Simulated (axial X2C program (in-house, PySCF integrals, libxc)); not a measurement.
## Low determinants of TcC at the PBE0 level, with spin–orbit coupling

Calculated with an in-house all-electron X2C program for linear molecules (integrals from PySCF). Two-component (2c) means X2C with spin–orbit coupling and atomic mean-field two-electron Coulomb and Gaunt terms. Basis: Tc dyall-cv3z [12s12p8d5f3g], C dyall-v3z [7s6p2d1f] (cores contracted in-house); Gaussian nuclei, density fitting, unrestricted open shells. Masses: Tc 98.907 u, C 12.000 u.

Search at 1.641 Å (vertical energies from the lowest determinant):

```csv
ΔE (eV),state,electrons beyond evenly filled partner blocks,"electrons in ±ω = 1/2, 3/2, 5/2, 7/2"
0.00,Ω = 3/2,"ω = 1/2, ω = -3/2, ω = 5/2",33 13 3 0
0.71,Ω = 5/2,ω = 5/2,32 14 3 0
0.73,Ω = 1/2,"ω = -1/2, ω = -3/2, ω = 5/2",33 13 3 0
0.89,Ω = 3/2,ω = 3/2,32 13 4 0
1.19,Ω = 1/2,ω = 1/2,33 14 2 0
1.58,Ω = 1/2,ω = 1/2,33 12 4 0
2.36,Ω = 1/2,"2 × ω = 3/2, ω = -5/2",32 14 3 0
```

Lowest determinant, Ω = 3/2 (⟨Sz⟩ = 1.50, ⟨Lz⟩ = 0.00 at PBE0): Re = 1.636 Å, ωe = 1058.7 cm⁻¹.

The determinant in row 2 of the search, Ω = 5/2 (⟨Sz⟩ = 0.50, ⟨Lz⟩ = 2.00 at PBE0), was followed along the bond at PBE0; measured from the minimum of the lowest determinant it gives:

Te = 0.681 eV (5497 cm⁻¹), Re = 1.605 Å, ωe = 1166.6 cm⁻¹.

**Question.** Compare the bond of the determinant in row 2 with that of the lowest one.

**Answer.** At PBE0 its Re is 0.031 Å shorter and its force constant, which goes as ωe², is 1.21 times that of the lowest determinant. T0 ≈ Te + Δωe/2 = 5497 + (54) = 5551 cm⁻¹.

The search compares states at one distance, so a state with another bond length can lie lower; it is not exhaustive and yields mostly the lowest determinant of each block pattern, so other components and higher states of one pattern are missing. These are energies of single determinants, not of spin-adapted states; PBE0 term energies can be off by some tenths of an eV, and the functional has no current term. The lowest determinant need not be the ground state where others lie within half an eV.
